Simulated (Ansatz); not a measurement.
Other settings, tried on the cluster SeS3⁻.

```yaml
crystal:
  periodic: [false, false, false]
  atoms:
    - {symbol: S, position_ang: [2.673753, 0.121157, -0.232052]}
    - {symbol: S, position_ang: [-0.840093, 0.815826, 0.044150]}
    - {symbol: S, position_ang: [-2.616857, -0.097413, 0.222443]}
    - {symbol: Se, position_ang: [0.783207, -0.839571, -0.034541]}
basis:
  gaussian: {orbitals: cc-pVTZ-DK, nuclear_model: gaussian}
total_charge: -1
magnetization: {spin_polarized: false, initial_magnetization: 1}
hamiltonian: {xc: {name: BHLYP}, dispersion: d3bj}
```

```sh
$ ansatz run in.yaml --threads 2 --pin off --events-out ev --progress --plain --max-ram 4352MiB
```

Output, abridged:

```
Functional definition: BHLYP
876 factors; integrals over basis functions are off by at most 5.6e-4 eV
mean field evaluation 1: about -98714.3777 eV, gradient 3.1e1 eV
mean field evaluation 2: about -98714.5653 eV, gradient 3.1e1 eV
mean field evaluation 4: about -98717.3177 eV, gradient 7.8e0 eV
mean field evaluation 8: about -98717.5569 eV, gradient 1.5e0 eV
mean field evaluation 16: about -98717.5680 eV, gradient 1.0e-1 eV
mean field evaluation 32: about -98717.5684 eV, gradient 3.9e-5 eV
mean field -98717.56839176 eV, -3627.8037252259 hartree, gradient 1.9e-5 eV, S^2 0.750000; 4 other end points of the search recorded, 0 dependent functions left out
reference -98717.56854282 eV, -3627.8037307772 hartree; 42, 41 occupied and 103, 104 virtual orbitals, 876 factors
Total energy: -98717.87088655 eV, -3627.8148417044 hartree
Relativity: scalar
```

Run time 8 s (2 threads of Intel Xeon 6975P-C on a shared host).

DK, ANO-RCC and x2c sets are all-electron and run with scalar relativity unless a key says otherwise. The highest occupied level of an anion often lies above zero with these methods, and sets without diffuse functions describe the outer electron poorly.

With spin_polarized false and unpaired electrons the run is restricted open-shell.
